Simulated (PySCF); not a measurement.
# One molecule, several mistakes: AlBCH5N

All numbers below are calculated, not measured. The program is PySCF 2.14.0, an open-source quantum chemistry code, run on an isolated molecule that a program drew, which may never have been made. The molecule is AlBCH5N (charge 0, singlet), drawn as the SMILES string `B=[CH][AlH][NH2]`.

Each row is a Hartree-Fock (HF) and frozen-core CCSD(T) single point in the cc-pV(D+d)Z basis, meant for a local HF minimum. Run 1 is clean. Each other run has one planted mistake out of seven kinds, and not every kind appears here: one electron removed, one electron added, multiplicity raised by two, geometry at a saddle point, minimal basis STO-3G, one bond length entered in bohr, all coordinates scaled. The reference is restricted for singlets and unrestricted otherwise, and also for a bond in bohr. Adding or removing an electron swaps singlet and doublet. Electrons count all cores. HOMO and LUMO are orbital energies over both spins, the gradient is its largest component, and the lowest frequency (negative if imaginary) is given only where the gradient is small. Bond lengths are over the 8 bonds as drawn. T1 is the CCSD diagnostic: over 0.02 (restricted) or 0.045 (unrestricted) a single reference is doubtful.

Geometry of the clean run:
```xyz
9
AlBCH5N, angstrom
B    -3.4198   -0.5325    2.2019
C    -3.0679   -0.8954    0.9268
Al   -2.8557    0.6220   -0.2494
N    -2.4037    0.3943   -1.9413
H    -3.7194   -0.1175    3.2616
H    -2.9082   -1.8977    0.5457
H    -3.0789    2.1011    0.2649
H    -2.2333   -0.4846   -2.3927
H    -2.2778    1.1390   -2.6010
```

| run | electrons | basis functions | <S^2> | HOMO (eV) | LUMO (eV) | gradient (hartree/bohr) | lowest frequency (cm^-1) | mean bond (Å) | longest bond (Å) | T1 | HF (hartree) | CCSD(T) (hartree) | mistake |
|---|---|---|---|---|---|---|---|---|---|---|---|---|---|
| 1 | 36 | 90 | 0.000 | -9.07 | 2.54 | 2.6e-05 | 94 | 1.3647 | 1.932 | 0.0160 | -361.83080 | -362.33412 | no fault |
| 2 | 35 | 90 | 0.756 | -14.74 | -6.63 | 6.5e-02 | - | 1.3647 | 1.932 | 0.0417 | -361.54745 | -362.00749 | one electron removed |
| 3 | 36 | 29 | 0.000 | -6.50 | 7.79 | 4.7e-02 | - | 1.3647 | 1.932 | 0.0180 | -357.39736 | -357.62623 | ? |
| 4 | 37 | 90 | 0.778 | 0.63 | 7.39 | 7.8e-02 | - | 1.3647 | 1.932 | 0.0195 | -361.77056 | -362.28924 | ? |

**Which mistake was planted in run 3, and what did it cost?**

It has 29 basis functions where the clean run has 90, with the same electrons and geometry. So the mistake is: minimal basis STO-3G. Subtracting run 1 and multiplying by 627.51 kcal/mol a hartree, the energy moved by 2782.0 kcal/mol in HF and 2954.2 kcal/mol in CCSD(T).

**Which mistake was planted in run 4, and what did it cost?**

It counts 37 electrons, one more than the clean run, at the same geometry and basis. So the mistake is: one electron added. Subtracting run 1 and multiplying by 627.51 kcal/mol a hartree, the energy moved by 37.8 kcal/mol in HF and 28.2 kcal/mol in CCSD(T).

Cautions from the logs. Run 4: the HOMO is above zero, so the electron isn't bound and the energy depends on the basis.
